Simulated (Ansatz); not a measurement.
Ansatz (an electronic-structure program) input file for PbI2, SMILES [I][Pb][I] (connectivity only; charge and spin as stated), neutral, multiplicity 1, PBE-D3(BJ)/def2-SVP. 

Ansatz 0.2 input:
```yaml
crystal:
  periodic: [false, false, false]
  atoms:
    - {symbol: Pb, position_ang: [0.00000000, -0.00000000, 1.01679741]}
    - {symbol: I, position_ang: [0.00000000, 2.21522826, -0.78657913]}
    - {symbol: I, position_ang: [0.00000000, -2.21522825, -0.78657913]}
basis:
  gaussian:
    orbitals: def2-SVP
hamiltonian:
  xc: pbe
  dispersion: d3bj
relax: {f_tol: 0.002, max_steps: 200}
```

It prints:

```
Functional definition: PBE
integrals: 0.03 GiB planned
928 factors; their error is unknown
mean field: 0.18 GiB planned
mean field evaluation 1: about -21452.1824 eV, gradient 1.6e1 eV
mean field evaluation 2: about -21437.5228 eV, gradient 6.1e1 eV
mean field evaluation 4: about -21453.4637 eV, gradient 2.2e0 eV
mean field evaluation 8: about -21453.4849 eV, gradient 1.7e-2 eV
mean field evaluation 16: about -21453.4804 eV, gradient 1.1e-5 eV
mean field -21453.48037899 eV, -788.4008622368 hartree, gradient 1.1e-5 eV, S^2 0.000000; 0 other end points of the search recorded, 0 dependent functions left out
the calculation of the forces begins
reference -21453.48040866 eV, -788.4008633271 hartree; 36, 36 occupied and 42, 42 virtual orbitals, 928 factors
relax step   1: F+E_penalty+E_count = -21453.59157389 eV  Δ(F+E_penalty+E_count) = +0.000e0 eV  max|allowed force component| = 5.167e-2 eV/Å  Δτ_max = 0.0000 Å  (26 SCF iters, accepted)
these checks for a lower state are left out or cut short: starts, cluster_reference, orbital_swaps, neighbouring_geometries, increment
integrals: 0.03 GiB planned
928 factors; their error is unknown
mean field: 0.18 GiB planned
mean field -21453.48063450 eV, -788.4008716265 hartree, gradient 1.2e-5 eV, S^2 0.000000; 0 other end points of the search recorded, 0 dependent functions left out
the calculation of the forces begins
reference -21453.48066416 eV, -788.4008727165 hartree; 36, 36 occupied and 42, 42 virtual orbitals, 928 factors
relax step   2: F+E_penalty+E_count = -21453.59176797 eV  Δ(F+E_penalty+E_count) = -1.941e-4 eV  max|allowed force component| = 6.987e-3 eV/Å  Δτ_max = 0.0069 Å  (26 SCF iters, accepted)
these checks for a lower state are left out or cut short: starts, cluster_reference, orbital_swaps, neighbouring_geometries, increment
integrals: 0.03 GiB planned
928 factors; their error is unknown
mean field: 0.18 GiB planned
mean field -21453.48066089 eV, -788.4008725961 hartree, gradient 2.7e-5 eV, S^2 0.000000; 0 other end points of the search recorded, 0 dependent functions left out
the calculation of the forces begins
reference -21453.48069055 eV, -788.4008736861 hartree; 36, 36 occupied and 42, 42 virtual orbitals, 928 factors
relax step   3: F+E_penalty+E_count = -21453.59177182 eV  Δ(F+E_penalty+E_count) = -3.848e-6 eV  max|allowed force component| = 8.428e-5 eV/Å  Δτ_max = 0.0005 Å  (18 SCF iters, accepted)
integrals: 0.03 GiB planned
928 factors; their error is unknown
mean field: 0.18 GiB planned
mean field evaluation 32: about -21453.4807 eV, gradient 2.7e-5 eV
mean field -21453.48066089 eV, -788.4008725961 hartree, gradient 2.7e-5 eV, S^2 0.000000; 1 other end points of the search recorded, 0 dependent functions left out
the calculation of the forces begins
reference -21453.48069055 eV, -788.4008736861 hartree; 36, 36 occupied and 42, 42 virtual orbitals, 928 factors
Total energy: -21453.59180148 eV, -788.4049569377 hartree
Atom 0 at    -0.000000    -0.000000     1.010215 Å, force    -0.000000     0.000000    -0.000008 eV/Å
Atom 1 at     0.000000     2.217894    -0.783288 Å, force     0.000000     0.000084     0.000004 eV/Å
Atom 2 at     0.000000    -2.217894    -0.783288 Å, force     0.000000    -0.000084     0.000004 eV/Å
Dipole moment:    -0.000000    -0.000000     0.742942 e Å
```

Self-consistency was reached.
